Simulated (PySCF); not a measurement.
Stretching LiGa

Set-up: basis Li aug-pcseg-1, Ga aug-pcseg-1; no relativity; PySCF 2.14. Energies in eV from Li + Ga in their ground configurations at the same level. State: ¹Σ⁺ (singlet), closed shell.

All columns are PBE0. A positive dipole means Li(−)Ga(+).

```tsv
R (Å)	E (eV)	μ (D)	Mulliken charge on Li (basis-dependent)	HOMO (eV)	LUMO (eV)	Mayer bond order	⟨S²⟩
2.478	-0.650	-3.05	0.33	-3.63	-1.87	0.89	0.00
2.594	-0.763	-2.96	0.36	-3.63	-1.82	0.86	0.00
2.709	-0.828	-2.84	0.37	-3.63	-1.77	0.86	0.00
2.796	-0.852	-2.74	0.37	-3.63	-1.74	0.86	0.00
2.882	-0.859	-2.63	0.36	-3.62	-1.73	0.87	0.00
2.969	-0.853	-2.52	0.34	-3.61	-1.71	0.89	0.00
3.084	-0.827	-2.37	0.32	-3.60	-1.70	0.91	0.00
3.228	-0.774	-2.17	0.28	-3.58	-1.70	0.93	0.00
3.401	-0.690	-1.94	0.24	-3.55	-1.70	0.96	0.00
3.631	-0.558	-1.64	0.18	-3.50	-1.73	0.98	0.00
```

A fit through these points gives, at Re = 2.880 Å, μ = -2.64 D and dμ/dR = 1.27 D/Å; the reduced mass is 6.368 u.

Question: How strong is the fundamental in the double-harmonic approximation, I = 42.26·(dμ/dR)²/μred km/mol?

Answer: I = 42.26·(1.27)²/6.368 = 10.7 km/mol at PBE0.

Closed-shell solutions of metal pairs were not tested for spin polarisation, which can lower them a little.
